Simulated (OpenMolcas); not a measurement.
Consider V2+ and V2+ on neighbouring Zn sites of ZnF2 (host space group P42/mnm, cell from Materials Project scaled by 1.03; 6-coordinate sites, 1 bridging F, bridge angle 129.9°, metal-metal distance 3.79 Å, mean bond 2.09 Å), as a cluster of both ions and their first shells in 39 model-potential ions and 1072 fitted point charges, unrelaxed.

```xyz
13

V      1.2110     1.2110     0.8067
V     -1.2110    -1.2110    -0.8067
F      0.2574     0.2574    -0.8067
F     -2.1646    -0.2574     0.8067
F     -0.2574    -2.1646     0.8067
F      0.2574     0.2574     2.4202
F      2.6794    -0.2574     0.8067
F     -0.2574     2.6794     0.8067
F      2.1646     2.1646    -0.8067
F     -2.1646    -0.2574    -2.4202
F     -0.2574    -2.1646    -2.4202
F     -2.6794    -2.6794    -0.8067
F      2.1646     2.1646     2.4202
```

### Question
Give the energies of the total-spin states at CASSCF(6,6) on the singly occupied d orbitals (ANO-RCC-VDZP, scalar-relativistic DKH2, RICD, no spin-orbit coupling, OpenMolcas), and the exchange constant.

### Answer
Local spins 3/2 and 3/2.

```csv
total S,E (cm⁻¹),"natural occupations, lowest and highest"
3,0.0,"1.000, 1.000"
2,1.9,"0.992, 1.008"
1,2.8,"0.987, 1.013"
0,3.1,"0.984, 1.016"
```

J = 0.26 cm⁻¹ (negligible); the ladder departs from the Heisenberg pattern by 0.4 cm⁻¹ at most.

J is defined by H = −2J S1·S2, so negative values are antiferromagnetic. Wave-function values come from the highest and lowest total spin; broken-symmetry values use Yamaguchi's formula with the computed ⟨S²⟩. The active space holds the singly occupied metal orbitals alone, without bridging-ligand orbitals. No row is a measured value.
